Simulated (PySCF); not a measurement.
Te(F)4 cation (F4Te), SMILES F[Te](F)(F)F (connectivity only; charge and spin as stated), charge +1, multiplicity 2.

Geometry optimised at B3LYP-D3(BJ)/def2-SVP. The spin state was assumed, not searched. The isomer is the one that the SMILES or the coordinates give; other isomers of the formula were not compared. The def2 effective core potentials stand for the cores of Te; spin–orbit coupling is left out.

Calculation: TDA-LC-ωPBE/def2-SVPD (PySCF).

Vertical excitations. The molecule is in vacuum.

List the lowest excited states. (An estimate is asked for; the answer gives what the named calculation found.)


```tsv
state	energy (eV)	λ (nm)	f	main pairs
root 1	3.12	397	0.000	β HOMO→LUMO 81 %, β HOMO−7→LUMO 15 %
root 2	3.15	394	0.007	β HOMO−1→LUMO 93 %
root 3	3.25	381	0.004	β HOMO−2→LUMO 77 %, β HOMO−5→LUMO 16 %
root 4	3.34	371	0.003	β HOMO−4→LUMO 82 %
root 5	4.49	276	0.083	β HOMO−3→LUMO 89 %
root 6	4.56	272	0.000	β HOMO−5→LUMO 78 %, β HOMO−2→LUMO 16 %
root 7	4.85	256	0.000	β HOMO−7→LUMO 79 %, β HOMO→LUMO 14 %
root 8	4.87	255	0.010	β HOMO−6→LUMO 79 %
root 9	5.80	214	0.045	α HOMO→LUMO 93 %
root 10	6.12	203	0.003	α HOMO→LUMO+1 9 %, β HOMO−8→LUMO 77 %
```
Unrestricted roots are not spin-pure.
